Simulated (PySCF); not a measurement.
CCl₂F (SMILES F[C](Cl)Cl), doublet, geometry from GFN2-xTB; PBE/6-31G (PySCF).

PySCF was given this input:
```python
from pyscf import gto, scf, dft

mol = gto.Mole()
mol.atom = '''
    F    -0.043186    1.608710   -0.072319
    C    -0.016352    0.319644    0.304944
    Cl    1.478011   -0.441349    0.000952
    Cl   -1.449376   -0.523137   -0.070293
'''
mol.basis = '6-31g'
mol.charge = 0
mol.spin = 1
mol.verbose = 4
mol.build()

mf = dft.UKS(mol)
mf.xc = 'pbe'
mf.damp = 0.5
mf.diis_start_cycle = 5
mf.kernel()
```

### Question
Write the output that PySCF gives for this input, abridged.

### Answer

```
PySCF version 2.14.0

[INPUT] verbose = 4
[INPUT] num. atoms = 4
[INPUT] num. electrons = 49
[INPUT] charge = 0
[INPUT] spin (= nelec alpha-beta = 2S) = 1
[INPUT] symmetry False subgroup None
[INPUT] Mole.unit = angstrom
[INPUT] Symbol           X                Y                Z      unit          X                Y                Z       unit  Magmom
[INPUT]  1 F     -0.043186000000   1.608710000000  -0.072319000000 AA   -0.081609712415   3.040021313849  -0.136663103602 Bohr   0.0
[INPUT]  2 C     -0.016352000000   0.319644000000   0.304944000000 AA   -0.030900801589   0.604039617360   0.576260643329 Bohr   0.0
[INPUT]  3 Cl     1.478011000000  -0.441349000000   0.000952000000 AA    2.793035999095  -0.834028735351   0.001799019271 Bohr   0.0
[INPUT]  4 Cl    -1.449376000000  -0.523137000000  -0.070293000000 AA   -2.738923691518  -0.988585655627  -0.132834518474 Bohr   0.0

nuclear repulsion = 200.22361289463
number of shells = 24
number of NR pGTOs = 136
number of NR cGTOs = 44
basis = 6-31g
ecp = {}

******** <class 'pyscf.dft.uks.UKS'> ********
method = UKS
initial guess = minao
damping factor = 0.5
level_shift factor = 0
DIIS = <class 'pyscf.scf.diis.CDIIS'>
diis_start_cycle = 5
diis_space = 8
diis_damp = 0
SCF conv_tol = 1e-09
SCF conv_tol_grad = None
SCF max_cycles = 50
direct_scf = True
direct_scf_tol = 1e-13
number electrons alpha = 25  beta = 24
XC library pyscf.dft.libxc version 7.1.2
    S. Lehtola, C. Steigemann, M. J. T. Oliveira, and M. A. L. Marques,  SoftwareX 7, 1–5 (2018)
XC functionals = pbe
    J. P. Perdew, K. Burke, and M. Ernzerhof,  Phys. Rev. Lett. 77, 3865 (1996)
    J. P. Perdew, K. Burke, and M. Ernzerhof,  Phys. Rev. Lett. 78, 1396 (1997)
    J. P. Perdew, K. Burke, and M. Ernzerhof,  Phys. Rev. Lett. 77, 3865 (1996)
    J. P. Perdew, K. Burke, and M. Ernzerhof,  Phys. Rev. Lett. 78, 1396 (1997)
radial grids:
    Treutler-Ahlrichs [JCP 102, 346 (1995); DOI:10.1063/1.469408] (M4) radial grids

becke partition: Becke, JCP 88, 2547 (1988); DOI:10.1063/1.454033
pruning grids: <function nwchem_prune>
grids dens level: 3
symmetrized grids: False
atomic radii adjust function: <function treutler_atomic_radii_adjust>
small_rho_cutoff = 0
Set gradient conv threshold to 3.16228e-05
tot grids = 66144
init E= -1058.21577494812

cycle= 1 E= -1057.56294685964  delta_E= 0.653  |g|= 0.402  |ddm|= 1.82
cycle= 2 E= -1057.61577284795  delta_E= -0.0528  |g|= 0.225  |ddm|= 0.561
cycle= 3 E= -1057.63025769044  delta_E= -0.0145  |g|= 0.132  |ddm|= 0.26
cycle= 4 E= -1057.63516017343  delta_E= -0.0049  |g|= 0.0767  |ddm|= 0.16
cycle= 5 E= -1057.62755209103  delta_E= 0.00761  |g|= 0.161  |ddm|= 0.168
cycle= 6 E= -1057.5838538704  delta_E= 0.0437  |g|= 0.381  |ddm|= 0.377
cycle= 7 E= -1057.63737074669  delta_E= -0.0535  |g|= 0.014  |ddm|= 0.265
cycle= 8 E= -1057.63746397141  delta_E= -9.32e-05  |g|= 0.00698  |ddm|= 0.0288
cycle= 9 E= -1057.63748817094  delta_E= -2.42e-05  |g|= 0.000955  |ddm|= 0.00734
cycle= 10 E= -1057.63748865105  delta_E= -4.8e-07  |g|= 0.00015  |ddm|= 0.00131
cycle= 11 E= -1057.63748866354  delta_E= -1.25e-08  |g|= 3.88e-05  |ddm|= 0.000316
cycle= 12 E= -1057.63748866449  delta_E= -9.55e-10  |g|= 4.94e-06  |ddm|= 7.46e-05
Extra cycle  E= -1057.63748866447  delta_E= 2.32e-11  |g|= 9.91e-06  |ddm|= 1.56e-05
converged SCF energy = -1057.63748866447  <S^2> = 0.75133568  2S+1 = 2.0013352
```
